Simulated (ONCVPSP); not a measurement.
# Before and after: ONCV potential for Sn (Z = 50)

| Property | Result |
| --- | --- |
| Element | Sn (Z = 50) |
| Generator | ONCVPSP 4.0.1 |
| Type | optimised norm-conserving Vanderbilt (ONCV) |
| Functional | PBE |
| Relativity | scalar-relativistic |
| Frozen core | [Kr] 4d10 |
| Valence charge | 4 |
| Reference configuration | 5s2 5p2 |
| Partial waves | 5s: rc 2.20 bohr, ncon 3, nbas 7, qcut 2.6 1/bohr, 1 projector; 5p: rc 2.05 bohr, ncon 5, nbas 8, qcut 3.8 1/bohr, 2 projectors, debl 3.9 Ha; d scattering state at 0.02 Ha: rc 2.30 bohr, ncon 4, nbas 7, qcut 4.8 1/bohr, 2 projectors, debl 1.3 Ha |
| Local potential | polynomial inside 1.65 bohr (lpopt 5, dvloc0 -1 Ha) |
| Core correction | none |

Change: p: rc 2.9.

Cutoffs: the cutoffs (Ha) at which the residual kinetic energy of the hardest occupied pseudo-wave falls to 1 and 0.1 mHa per electron; they do not see the model core or the augmentation charge, which bear on the density cutoff. Errors are all-electron minus pseudo energies relative to the spin-unpolarised reference configuration.

Q: How do hardness, ghosts and transferability respond?

A: The potential gets softer (18 Ha and 42 Ha → 17 Ha and 36 Ha); both files keep a bound ghost (d, s); of the 4 tests that both files solve, the error grows in 1 and shrinks in 0 by more than 15 % and 0.3 meV (median size 6.7 → 7.6 meV). A larger radius leaves more room for a smooth pseudo-wave, so fewer plane waves are needed.

```tsv
quantity	base	changed
cutoff, loose	18 Ha	17 Ha
cutoff, tight	42 Ha	36 Ha
loose cutoff by channel	s 17 Ha, p 18 Ha	s 17 Ha, p 4.9 Ha
bound ghosts	s, d	s, d
GHOST(+) flags under 300 eV	p at 120.0 eV	p at 119.1 eV
error for 5s2 5p1, meV [ΔE 6.87 eV]	-1.3	-1.1
error for 5s2 5p0, meV [ΔE 20.83 eV]	+12	+14
error for 5s1 5p0, meV [ΔE 51.80 eV]	+100	+103
error for 5s2 5p1.5, meV [ΔE 2.62 eV]	-0.5	-0.5
s: phases at 2.23 bohr within 0.05 rad from the reference energy up to (Ha; the scan ends near 5)	1.8	1.8
d: phases at 2.33 bohr within 0.05 rad from the reference energy up to (Ha; the scan ends near 5)	3.8	3.8
```

Base: The cutoffs count occupied waves only; projector 2 of the p channel, the hardest unoccupied one, needs 61 Ha at the loose tolerance. A true bound ghost makes a file unfit for plane-wave use even where its test errors are small: the radial tests pick states by their node count and pass the ghost by.
